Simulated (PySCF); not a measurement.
I3In, SMILES [I][In-]([I])[I], charge -1, multiplicity 2.

Coordinates come from a PBE-D3(BJ)/def2-SVPD optimisation. The def2 effective core potentials stand for the cores of I, In; spin–orbit coupling is left out.

Two levels are set side by side: PBE/def2-SVPD (PySCF) and M06-2X/def2-SVPD (PySCF). Same geometry, gas phase. Differences are taken from unrounded values.

```csv
quantity,PBE
α-spin orbital gap (eV),2.76
β-spin orbital gap (eV),1.67
mean polarisability (bohr³),211.3
```

### Question
These are the PBE values. What does M06-2X give? (The exact figures need the calculation; the answer reports its results.)

### Answer

```tsv
quantity	M06-2X	PBE minus M06-2X
α-spin orbital gap (eV)	5.63	-2.88
β-spin orbital gap (eV)	5.07	-3.40
mean polarisability (bohr³)	190.2	21.1
```

PBE's more diffuse valence density responds more strongly to a field. Differences between two approximate levels are no errors against the true value.

Rough cost on one machine, each run with all the roots and properties that it gave: M06-2X against PBE within a factor of 2.
